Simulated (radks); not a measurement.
Values are calculated unless marked as measured or tabulated.
Task: The mean radii <r> (bohr) of the occupied orbitals of an atom or ion are listed with their occupations. Level of theory: scalar-relativistic Kohn-Sham, r2SCAN, spin-unpolarised, spherical densities, finite nucleus; meta-GGA in the generalised Kohn-Sham scheme; Fermi nuclear charge, rms radius of each element as measured or else 0.836 A^(1/3) + 0.57 fm (a radial shooting solver on a logarithmic mesh with Libxc functionals).

| orbital | occ. | <r> |
|---|---|---|
| 1s | 2 | 0.02906 |
| 2s | 2 | 0.1255 |
| 2p | 6 | 0.1096 |
| 3s | 2 | 0.3386 |
| 3p | 6 | 0.3372 |
| 3d | 10 | 0.3146 |
| 4s | 2 | 0.8201 |
| 4p | 6 | 0.8849 |
| 4d | 10 | 1.065 |

Name the element and its charge.

Result: Z = 50, tin, charge +4: Sn4+ in [Kr] 4d10. The 1s radius gives Z: for a bare nucleus <r> = (2 gamma + 1)/(2Z) with gamma = sqrt(1 - (Z/c)^2), 0.02862 bohr for Z = 50, and screening makes it slightly larger (0.02906 here). The occupations add up to 46, and the charge is Z minus that.
